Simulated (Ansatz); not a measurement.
`F[SiH](F)Br` + `C=[CH][GeH]([NH2])[Cl]` → `C=C[SiH](F)Br` + `[NH2][GeH]([F])[Cl]`  (redistribution)

Program: Ansatz. Geometries: PBE0-D4/def2-TZVP. ΔE: electronic, gas phase. CCSD(T)/CBS is the MP2 limit (def2-TZVPP, def2-QZVPP) plus CCSD(T) − MP2 in def2-TZVPP, frozen cores. Functionals use def2-TZVPP. B3LYP here is the variant with VWN-RPA as its local correlation; programs differ in this. For Br, Ge outer-core shells are correlated without core-valence functions, which leaves a few kJ/mol of doubt a bond. Scalar relativity is left out up to krypton. Each species was taken in one conformer, which may not be the lowest.

`F[SiH](F)Br`:

```xyz
5

F     0.870    0.220   -1.330
Si    0.107    0.056    0.042
F     0.759   -1.160    0.807
Br   -1.991   -0.394   -0.357
H     0.256    1.278    0.839
```

`C=[CH][GeH]([NH2])[Cl]`:

Cartesian coordinates in Å:
```
C 1.920 0.742 -0.231
C 0.665 0.687 -0.659
Ge -0.816 0.137 0.445
N -1.681 -1.235 -0.382
Cl 0.022 -0.439 2.375
H 2.187 0.477 0.788
H 2.730 1.052 -0.884
H 0.432 0.956 -1.686
H -1.858 1.216 0.762
H -2.508 -1.571 0.093
H -1.093 -2.022 -0.621
```

`C=C[SiH](F)Br`:

```xyz
9

C    -0.497    1.390   -0.547
C    -0.733    0.153   -0.116
Si    0.644   -0.893    0.505
F     0.386   -1.329    2.015
Br    0.796   -2.755   -0.675
H    -1.285    2.030   -0.933
H     0.502    1.819   -0.535
H    -1.747   -0.240   -0.152
H     1.934   -0.176    0.438
```

`[NH2][GeH]([F])[Cl]`:

```xyz
7

N     0.562   -0.439   -0.949
Ge   -0.463    0.288    0.343
F    -0.476   -0.671    1.792
Cl    0.448    2.130    0.902
H     1.557   -0.405   -0.774
H     0.294   -1.366   -1.249
H    -1.922    0.465   -0.065
```

Is it downhill or uphill in electronic energy at CCSD(T)/CBS, and by how much? (Best estimate.)

Computed: Uphill: ΔE = +0.75 eV.

What do these levels give: PBE-D4, B2PLYP, B3LYP, HF/def2-TZVPP, SCS-MP2/def2-QZVPP, CCSD/CBS(def2)? (An estimate is asked.)

Computed: PBE-D4 0.63, B2PLYP 0.68, B3LYP 0.65, HF/def2-TZVPP 0.65, SCS-MP2/def2-QZVPP 0.72, CCSD/CBS(def2) 0.75 eV.

Largest T1 diagnostic among the species: 0.011.

In def2-TZVPP, CCSD(T) changes the Hartree–Fock value by +0.08 eV (the triples alone add −0.00 eV) and MP2 by +0.10 eV. From PBE to PBE0 (25 % exact exchange), in def2-TZVPP and without D4, ΔE moves by +0.03 eV.
